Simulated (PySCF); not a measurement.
Assigning NMR signals

Atom-mapped SMILES (the numbers label the heavy atoms): `[CH3:1][NH2+:2][BH2-:3][NH2:4]`. Hydrogens are named by the atom that carries them.

Calculated, not measured (PySCF 2.14.0 with density-fitted response routines): geometry: PBE0-D3(BJ)/def2-SVP, PBE0/pcSseg-1 with gauge-including orbitals, spin–spin couplings from B3LYP/pcJ-1 (spin–dipole term only in couplings to heteroatoms). A single conformation, non-relativistic Hamiltonian, no solvent, fast rotation and ring inversion assumed for equivalent nuclei.

Referencing at the same level of theory: $^{1}$H (31.27 ppm) vs TMS.

Assign these signals to the numbered atoms. $^{1}$H NMR (400 MHz, computed): δ 2.70 (br, 2H), 2.41 (s, 3H), 1.89 (br s, 2H), 0.15 (br s, 2H).

Results:


```tsv
δ (ppm)	atoms	environment	reason
2.70	H(B3)	hydrogen on a boron bonded to 2 N	–
2.41	H(C1)	hydrogen on a methyl carbon bonded to N	its carbon carries N, an electronegative neighbour
1.89	H(N2)	hydrogen on a donor nitrogen of a Lewis adduct	exchangeable; this is the value without hydrogen bonding to other molecules
0.15	H(N4)	hydrogen on a nitrogen bonded to B	exchangeable; this is the value without hydrogen bonding to other molecules
```

Exchangeable OH/NH protons stand at their gas-phase positions; hydrogen bonding in a real sample shifts them, mostly to higher δ. Hydrogens on boron are broadened and split by $^{11}$B (spin 3/2, 80 %) and 10B (spin 3). Couplings to exchangeable protons are dropped. Vicinal H,H couplings across rotating CH2–CH2 and CH–CH2 bonds are estimated from the computed gauche and anti values for equal rotamer populations, (2 J gauche + J anti)/3.
